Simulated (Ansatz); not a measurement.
One geometry of TeAu₂, several levels of theory.

```yaml
crystal:
  periodic: [false, false, false]
  atoms:
    - {symbol: Au, position_ang: [-2.167479, -0.743709, -0.148712]}
    - {symbol: Au, position_ang: [1.837953, 1.178737, 0.711127]}
    - {symbol: Te, position_ang: [0.329526, -0.435027, -0.562405]}
basis:
  gaussian: {orbitals: def2-TZVP, initial_orbitals: start.molden}
magnetization: {spin_polarized: true, initial_magnetization: 2}
correlation: {method: mp2}
scf: {omitted_lower_state_checks: [starts]}
output: {orbitals: {seedname: orbitals}}
```

The file start.molden holds the orbitals of an earlier run on this structure, at another level or in another basis.

```sh
$ ansatz run in.yaml --threads 4 --pin off --events-out ev --progress --plain --max-ram 3916MiB
```

It prints (some lines left out):

```
Functional definition: HF
1232 factors; integrals over basis functions are off by at most 2.8e-4 eV
mean field evaluation 1: about -14600.8521 eV, gradient 1.4e1 eV
mean field evaluation 2: about -14601.8917 eV, gradient 1.4e0 eV
mean field evaluation 4: about -14601.9712 eV, gradient 2.7e-1 eV
mean field evaluation 8: about -14601.9716 eV, gradient 2.1e-5 eV
mean field evaluation 16: about -14601.9877 eV, gradient 8.2e-2 eV
mean field -14601.98778721 eV, -536.6131535972 hartree, gradient 2.0e-6 eV, S^2 2.039709; 1 other end points of the search recorded, 0 dependent functions left out
4 core orbitals not correlated: weight in the atoms' cores, before any rotation towards them, 1.000 or more for the frozen orbitals, at most 0.000 for the correlated occupied ones
reference -14601.98778721 eV, -536.6131535972 hartree; 28, 26 occupied and 98, 100 virtual orbitals, 1232 factors
second order -35.16406073 eV of doubles, -0.00000000 eV of singles
Total energy: -14637.15184794 eV, -537.9054089939 hartree
Checks for a lower state left out: starts
```

Hardware: 4 threads of Arm Neoverse N1 on a shared host. Wall time 7 s.

Geometry: PBE0-D4/def2-TZVP.

In the def2 sets Au, Te take a core potential; there is no spin–orbit coupling. Correlated methods freeze 4 core orbitals; core or outer-core shells of Au, Te are correlated, in sets that lack core-valence functions. At PBE0-D4/def2-TZVP a singlet of charge 0 lies 1.18 eV below the triplet, each at its own geometry. The structure comes from a short search, and lower isomers may exist.
